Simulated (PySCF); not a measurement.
CH3S, SMILES [CH2]S, multiplicity 2. The structure is a stationary point at PBE0-D3(BJ)/def2-TZVP. The isomer is the one that the SMILES or the coordinates give; other isomers of the formula were not compared.

Computed equilibrium geometry at PBE0-D3(BJ)/def2-TZVP (PySCF confirms it by a frequency run) as Cartesian coordinates in Å, and its point group:
point group Cs.
```xyz
5

C     -0.0223    -1.1271     0.0000
S      0.0890     0.5765     0.0000
H      0.9066    -1.6763     0.0000
H     -0.9718    -1.6374     0.0000
H     -1.2244     0.8516     0.0000
```
Charge 0, spin multiplicity 2.
